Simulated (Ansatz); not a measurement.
Task: Name a neutral molecule of C, Ge, N and H with HOMO–LUMO gap (PBE/def2-TZVPP) between 2.75 and 3.05 eV and HOMO energy (ωB97M-V/def2-TZVPP) between -8.60 and -8.30 eV (Ansatz, PBE0-D4/def2-TZVP geometry).

Result: `C[N](C)[GeH]` (2.99 eV, -8.60 eV). Other molecules can fit too; these were computed, each in one conformer that needn't be the lowest.
